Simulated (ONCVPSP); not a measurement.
Cutoff test, oxygen (O), ONCV

- Element: oxygen (O)
- Generator: ONCVPSP 4.0.1
- Type: optimised norm-conserving Vanderbilt (ONCV)
- Functional: PBE
- Relativity: fully relativistic
- Frozen core: [He]
- Valence charge: 6
- Reference configuration: 2s2 2p2 (charge +2)
- Partial waves: 2s: rc 0.80 bohr, ncon 4, nbas 7, qcut 8.5 1/bohr, 2 projectors, debl 2.4 Ha; 2p: rc 1.95 bohr, ncon 4, nbas 8, qcut 6.7 1/bohr, 2 projectors, debl 3.8 Ha
- Local potential: polynomial inside 0.70 bohr (lpopt 5, dvloc0 6 Ha)
- Core correction: Teter function, fcfact 3, rcfact 1.65

Open shells are filled in proportion to 2j + 1.

For each optimised wave give the share of its norm inside rc, the residual kinetic energy above qcut (Ha) and the cutoffs (Ha) for errors of 10, 1, 0.1 and 0.01 mHa per electron.

| wave | norm inside rc | residual KE | 10 mHa | 1 mHa | 0.1 mHa | 0.01 mHa |
| --- | --- | --- | --- | --- | --- | --- |
| 2s | 0.328 | 2.9e-03 | 28.9 | 66.0 | 165.5 | 198.0 |
| s projector 2 | 0.029 | 4.7e-04 | 16.8 | 31.7 | 74.4 | 246.1 |
| 2p j=3/2 | 0.951 | 1.7e-05 | 14.6 | 17.9 | 20.3 | 27.1 |
| p projector 2 j=3/2 | 0.121 | 3.7e-04 | 16.9 | 20.7 | 42.1 | 71.6 |
| 2p j=1/2 | 0.951 | 1.7e-05 | 14.6 | 17.9 | 20.4 | 27.1 |
| p projector 2 j=1/2 | 0.121 | 3.7e-04 | 16.9 | 20.7 | 42.2 | 71.7 |

The occupied waves need 66 Ha and 166 Ha for 1 and 0.1 mHa. Its largest configuration-test error is +2109 meV.
